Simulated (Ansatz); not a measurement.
Species: BBrI$_{2}$, SMILES `BrB(I)I` (charge 0, multiplicity 1).

Question: Give a relaxed geometry from PBE-D3(BJ)/def2-TZVP in Ansatz (an electronic-structure program).

Answer: the end point of this relaxation (outside a Z-matrix the atoms follow the SMILES, hydrogens last).
Bonded distances (Å): Br1–B2 1.908, B2–I3 2.125, B2–I4 2.125. Bond angles (°): Br1–B2–I3 119.9, Br1–B2–I4 119.9, I3–B2–I4 120.2.
